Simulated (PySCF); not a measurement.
SbF3, SMILES [F][Sb]([F])[F]. Atoms are numbered in the order given.

```xyz
4

Sb     0.0000     0.0000     0.3476
F     -1.4407    -0.8318    -0.6566
F      0.0000     1.6636    -0.6566
F      1.4407    -0.8318    -0.6566
```

Coordinates come from a PBE-D3(BJ)/def2-SVP optimisation. The isomer is the one that the SMILES or the coordinates give; other isomers of the formula were not compared. The def2 effective core potentials stand for the cores of Sb; spin–orbit coupling is left out.

The numbers are results of TDA-PBE/def2-SVPD (PySCF), not measurements.

Vertical excitations; the highest root listed may be one member of a degenerate set.  State labels are in the subgroup Cs.

Question: List the lowest excited states. (An estimate is asked for; the answer gives what the named calculation found.)

Answer: 
```json
[
 {"state": "S1", "symmetry": "A\"", "energy (eV)": "6.55", "λ (nm)": "189", "f": "0.065", "main pairs": "HOMO→LUMO, HOMO−1→LUMO+1 (degenerate set)"},
 {"state": "S2", "symmetry": "A'", "energy (eV)": "6.55", "λ (nm)": "189", "f": "0.065", "main pairs": "HOMO→LUMO+1, HOMO−1→LUMO (degenerate set)"},
 {"state": "S3", "symmetry": "A\"", "energy (eV)": "6.84", "λ (nm)": "181", "f": "0.000", "main pairs": "HOMO−2→LUMO 50 %, HOMO−3→LUMO+1 50 %"},
 {"state": "S4", "symmetry": "A'", "energy (eV)": "6.88", "λ (nm)": "180", "f": "0.011", "main pairs": "HOMO−2→LUMO+1, HOMO−3→LUMO, HOMO−1→LUMO (degenerate set)"},
 {"state": "S5", "symmetry": "A\"", "energy (eV)": "6.88", "λ (nm)": "180", "f": "0.011", "main pairs": "HOMO−3→LUMO+1, HOMO−2→LUMO, HOMO−1→LUMO+1 (degenerate set)"},
 {"state": "S6", "symmetry": "A'", "energy (eV)": "6.91", "λ (nm)": "180", "f": "0.017", "main pairs": "HOMO−1→LUMO, HOMO−2→LUMO+1, HOMO−3→LUMO (degenerate set)"},
 {"state": "S7", "symmetry": "A\"", "energy (eV)": "6.91", "λ (nm)": "180", "f": "0.017", "main pairs": "HOMO−1→LUMO+1, HOMO−3→LUMO+1, HOMO−2→LUMO (degenerate set)"},
 {"state": "S8", "symmetry": "A'", "energy (eV)": "6.99", "λ (nm)": "177", "f": "0.000", "main pairs": "HOMO−3→LUMO 44 %, HOMO−2→LUMO+1 44 %, HOMO→LUMO+2 10 %"},
 {"state": "S9", "symmetry": "A'", "energy (eV)": "7.27", "λ (nm)": "170", "f": "0.003", "main pairs": "HOMO−4→LUMO+1 47 %, HOMO−5→LUMO 47 %"},
 {"state": "S10", "symmetry": "A\"", "energy (eV)": "7.28", "λ (nm)": "170", "f": "0.000", "main pairs": "HOMO−5→LUMO+1 49 %, HOMO−4→LUMO 49 %"},
 {"state": "T1", "symmetry": "A\"", "energy (eV)": "5.34", "λ (nm)": "232", "f": "0", "main pairs": "HOMO→LUMO (degenerate set)"},
 {"state": "T2", "symmetry": "A'", "energy (eV)": "5.34", "λ (nm)": "232", "f": "0", "main pairs": "HOMO→LUMO+1 (degenerate set)"},
 {"state": "T3", "symmetry": "A'", "energy (eV)": "6.47", "λ (nm)": "192", "f": "0", "main pairs": "HOMO→LUMO+2 98 %"},
 {"state": "T4", "symmetry": "A\"", "energy (eV)": "6.51", "λ (nm)": "190", "f": "0", "main pairs": "HOMO−1→LUMO+1 98 %"}
]
```
Triplets are in the Tamm–Dancoff approximation.
